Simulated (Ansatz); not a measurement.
A structure relaxed at PBE0-D4/def2-TZVP, charge 0, multiplicity 2:

```json
{"atom": "F1", "x (Å)": "-1.417", "y (Å)": "-0.321", "z (Å)": "-0.997"}
{"atom": "Si2", "x (Å)": "-0.698", "y (Å)": "-0.277", "z (Å)": "0.426"}
{"atom": "S3", "x (Å)": "0.521", "y (Å)": "1.458", "z (Å)": "0.568"}
{"atom": "Cl4", "x (Å)": "0.380", "y (Å)": "-2.014", "z (Å)": "0.551"}
{"atom": "H5", "x (Å)": "1.214", "y (Å)": "1.154", "z (Å)": "-0.548"}
```

Problem. Give its formula and SMILES.

Solution. ClFHSSi, `F[Si](S)Cl`.

Problem. Summarise the bond lengths by kind.

Solution. 1 × F–Si 1.595 Å; 1 × S–Si 2.126 Å; 1 × Cl–Si 2.048 Å; 1 × H–S 1.348 Å.

All numbers were calculated with Ansatz.
